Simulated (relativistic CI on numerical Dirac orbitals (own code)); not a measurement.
Calculated at this level of theory: Dirac-Coulomb-Breit CI, orbitals from a KLI potential per configuration, QED by a radiative potential, unscaled Slater integrals (own radial code, finite nucleus).

The strongest absorption lines from the ground level of an ion, among the configurations computed and to levels below about 824 eV (vacuum wavelength in Å, gf): 45.951 (0.87), 46.265 (0.37), 50.328 (0.52), 50.731 (1.3), 54.517 (0.19), 57.502 (0.34), 60.888 (0.93), 62.732 (0.25).

Question: Which ion is it?
A. Xe³⁴⁺
B. Sb³¹⁺
C. Sb²⁹⁺
D. Rh²⁵⁺

Answer: B. Sb³¹⁺ has 20 electrons and the ground level 3s²3p⁶3d² ³F2; the strongest line goes to 3s²3p⁵3d³ ³F°2. The pattern of lines fixes the number of electrons, and along that sequence the line energies rise steadily with the charge (about as its square where n changes within one kind of shell, about linearly where n is kept but much faster in heavy ions where fine structure, which grows about as Z⁴, sets the gap, and irregularly where shells cross), which fixes Z. Configurations outside the model, such as inner-shell arrays, can give stronger lines. At this charge energies of transitions that change n are usually good to better than 1 %, and those within a shell (Δn = 0) to a few per cent. Terms inside the open d or f shell come out 10 to 20 % too wide with unscaled integrals.

LS names give the leading component of a level, which can be under half, so a name can repeat, a term be missing and a line seem to break the LS rules.
